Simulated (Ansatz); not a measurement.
Computed with Ansatz on PBE0-D4/def2-TZVP structures; ΔE is electronic, products minus reactants. CCSD(T)/CBS adds triple-zeta CCSD(T) − MP2 to the extrapolated MP2 energy (def2 sets, frozen cores). This one scheme is used for every species. Functionals use def2-TZVPP. B3LYP here is the variant with VWN-RPA as its local correlation; programs differ in this. For Se outer-core shells are correlated without core-valence functions, which leaves a few kJ/mol of doubt a bond. Scalar relativity is left out up to krypton. One conformer a species, not always the lowest.

Consider the substitution at a C–C bond: `OCCC[SiH3]` + H₂Se → `[SiH3]CC[SeH]` + CH₃OH.

Q: Is it downhill or uphill in electronic energy at CCSD(T)/CBS, and by how much? (Best estimate.)

A: Ansatz gave: Uphill: ΔE = +14.1 kJ/mol.

Q: What do these levels give: PBE0-D4, ωB97X-V, B2PLYP, r2SCAN, PBE0, B3LYP, HF/def2-TZVPP, MP2/def2-QZVPP, SCS-MP2/def2-QZVPP, HF/CBS(def2), MP2/CBS(def2), CCSD/CBS(def2)? (Best estimate.)

A: Ansatz gave: PBE0-D4 15.4, ωB97X-V 18.6, B2PLYP 11.3, r2SCAN 15.3, PBE0 13.9, B3LYP 10.5, HF/def2-TZVPP 14.8, MP2/def2-QZVPP 10.4, SCS-MP2/def2-QZVPP 10.0, HF/CBS(def2) 14.4, MP2/CBS(def2) 10.1, CCSD/CBS(def2) 15.0 kJ/mol.

Largest T1 diagnostic among the species: 0.010.

From PBE to PBE0 (25 % exact exchange), in def2-TZVPP and without D4, ΔE moves by +3.2 kJ/mol.
